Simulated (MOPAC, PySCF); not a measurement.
H₂BBrO₂, SMILES `BrB(O)O` (H–O–B–Br torsion -180°, Br–B–O–H torsion 180°), neutral singlet in the gas phase. 

Z-matrix (Å, degrees):
```
B
O 1 1.3549
H 2 0.9603 1 115.59
O 1 1.3549 2 126.85 3 0.02
H 4 0.9603 1 115.58 2 -0.02
Br 1 1.9246 2 116.57 3 179.98
```
Charge 0, multiplicity 1.

All levels are single points at this geometry (PBE0-D3(BJ)/def2-TZVP); Pople sets use spherical d functions. Orbital energies aren't observables, and empty levels follow the basis.

B3LYP/6-311+G** (LANL2DZ on Br) in PySCF gives HOMO (eV) = -7.84.

Estimate the HOMO (eV) from each of these levels: PBE-D3(BJ)/def2-TZVP in PySCF; PBE0-D3(BJ)/def2-TZVP in PySCF; ωB97X-D3(BJ)/def2-TZVP in PySCF; B3LYP/LANL2DZ in PySCF; M06-2X/6-31G* in PySCF; PBE/6-31G* in PySCF; SVWN5/6-31G* in PySCF; HF/6-31G* in PySCF; HF/STO-3G in PySCF; AM1 in MOPAC; PM6 in MOPAC; PM7 in MOPAC.


```tsv
level	HOMO (eV)
PBE-D3(BJ)/def2-TZVP in PySCF	-6.83
PBE0-D3(BJ)/def2-TZVP in PySCF	-8.16
ωB97X-D3(BJ)/def2-TZVP in PySCF	-10.62
B3LYP/LANL2DZ in PySCF	-7.71
M06-2X/6-31G* in PySCF	-9.24
PBE/6-31G* in PySCF	-6.61
SVWN5/6-31G* in PySCF	-6.71
HF/6-31G* in PySCF	-11.04
HF/STO-3G in PySCF	-8.25
AM1 in MOPAC	-11.14
PM6 in MOPAC	-10.72
PM7 in MOPAC	-10.04
```
